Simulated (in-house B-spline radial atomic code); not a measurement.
Whole-atom quantities along the 16-electron series, configuration 1s2 2s2 2p6 3s2 3p1/2(2) 3p3/2(2). Breit and QED terms are first order and not part of the total energy; the density at the nucleus is averaged over the nuclear charge. Computed with a radial B-spline atomic code at the basis-set limit: Dirac-Hartree-Fock, jj configuration that fills j = l - 1/2 first, finite nuclei.

| ion | Z | E/Z² (Eh) | Σ<r²> (bohr²) | n(0)/Z³ (bohr⁻³) | Lamb diamagnetic shielding (ppm) | repulsion over attraction | Breit energy (eV) | self-energy (eV) | vacuum polarisation (eV) |
| --- | --- | --- | --- | --- | --- | --- | --- | --- | --- |
| Ru28+ | 44 | -2.0541 | 1.0155 | 1.2567 | 3525.3 | 0.068733 | 71.504 | 58.13 | -6.7715 |
| Rh29+ | 45 | -2.0632 | 0.9596 | 1.2896 | 3619.8 | 0.06725 | 76.932 | 62.88 | -7.4421 |
| Pd30+ | 46 | -2.0721 | 0.90808 | 1.3231 | 3714.92 | 0.065824 | 82.637 | 67.906 | -8.1645 |
| Ag31+ | 47 | -2.0809 | 0.86049 | 1.359 | 3810.7 | 0.064454 | 88.625 | 73.22 | -8.942 |
| Cd32+ | 48 | -2.0894 | 0.81642 | 1.3943 | 3907.15 | 0.063134 | 94.905 | 78.834 | -9.7774 |
| In33+ | 49 | -2.0978 | 0.77554 | 1.4336 | 4004.31 | 0.061863 | 101.49 | 84.759 | -10.675 |
| Sn34+ | 50 | ? | ? | ? | ? | ? | ? | ? | ? |
| Sb35+ | 51 | -2.1142 | 0.70217 | 1.5149 | 4200.82 | 0.059455 | 115.58 | 97.59 | -12.67 |
| Te36+ | 52 | ? | ? | ? | ? | ? | ? | ? | ? |
| I37+ | 53 | -2.1301 | 0.63836 | 1.6031 | 4400.46 | 0.057211 | 130.97 | 111.82 | -14.958 |
| Xe38+ | 54 | -2.138 | 0.60953 | 1.6501 | 4501.51 | 0.056145 | 139.17 | 119.48 | -16.223 |
| Cs39+ | 55 | ? | ? | ? | ? | ? | ? | ? | ? |
| Ba40+ | 56 | -2.1534 | 0.55716 | 1.7516 | 4706.26 | 0.054115 | 156.64 | 136.01 | -19.02 |

Fill in the row of Sn34+.

E/Z² (Eh): -2.1061; Σ<r²> (bohr²): 0.73755; n(0)/Z³ (bohr⁻³): 1.4732; Lamb diamagnetic shielding (ppm): 4102.19; repulsion over attraction: 0.060637; Breit energy (eV): 108.37; self-energy (eV): 91.007; vacuum polarisation (eV): -11.638.

Fill in the row of Te36+.

E/Z² (Eh): -2.1222; Σ<r²> (bohr²): 0.66918; n(0)/Z³ (bohr⁻³): 1.5566; Lamb diamagnetic shielding (ppm): 4300.23; repulsion over attraction: 0.058314; Breit energy (eV): 123.11; self-energy (eV): 104.52; vacuum polarisation (eV): -13.775.

Fill in the row of Cs39+.

E/Z² (Eh): -2.1457; Σ<r²> (bohr²): 0.58251; n(0)/Z³ (bohr⁻³): 1.7002; Lamb diamagnetic shielding (ppm): 4603.44; repulsion over attraction: 0.055114; Breit energy (eV): 147.73; self-energy (eV): 127.54; vacuum polarisation (eV): -17.576.

With what power of Z does the column «self-energy (eV)» change over this range?

A fit of the logarithm of its size against log Z from Z = 44 to 56 has slope 3.52. One-loop self-energy scales as Z⁴F(Zα), with F falling from low Z to about Z = 90.
